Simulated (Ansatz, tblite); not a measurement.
Removing an electron: GeHMe2F (C2H7FGe). The state is a singlet with charge 0. Geometry: PBE0-D4/def2-SVP. Ansatz, gas phase; energy differences of separate SCF runs; the oxidised species was run as a doublet alone.

| atom | x (Å) | y (Å) | z (Å) |
| --- | --- | --- | --- |
| Ge1 | 0.425 | -0.408 | -0.404 |
| H2 | 1.221 | -0.264 | -1.716 |
| C3 | -1.490 | -0.266 | -0.675 |
| H4 | -1.750 | 0.733 | -1.055 |
| H5 | -2.018 | -0.428 | 0.276 |
| H6 | -1.833 | -1.017 | -1.400 |
| C7 | 1.085 | 0.754 | 1.001 |
| H8 | 2.154 | 0.574 | 1.180 |
| H9 | 0.535 | 0.564 | 1.934 |
| H10 | 0.948 | 1.809 | 0.721 |
| F11 | 0.723 | -2.050 | 0.138 |

The xTB rows come from tblite.

```tsv
level	−HOMO (eV)	vertical IE (eV)	−LUMO (eV)	HOMO–LUMO gap (eV)
GFN1-xTB	12.14	15.05	5.08	7.06
PBE0-D4/def2-TZVP	8.69	10.78	-0.94	9.63
```

Estimate the rows for GFN2-xTB, r2SCAN-D4/def2-TZVP.


```json
{"level": "GFN2-xTB", "−HOMO (eV)": "11.45", "vertical IE (eV)": "14.48", "−LUMO (eV)": "2.55", "HOMO–LUMO gap (eV)": "8.90"}
{"level": "r2SCAN-D4/def2-TZVP", "−HOMO (eV)": "7.63", "vertical IE (eV)": "10.57", "−LUMO (eV)": "-0.41", "HOMO–LUMO gap (eV)": "8.04"}
```

Run but left out: PBE-D4/def2-TZVP (charge +1 doublet: an occupied level 0.06 eV above an empty one).  Raw xTB energy differences between charge states are shifted by several eV; the methods need an empirical correction for them.
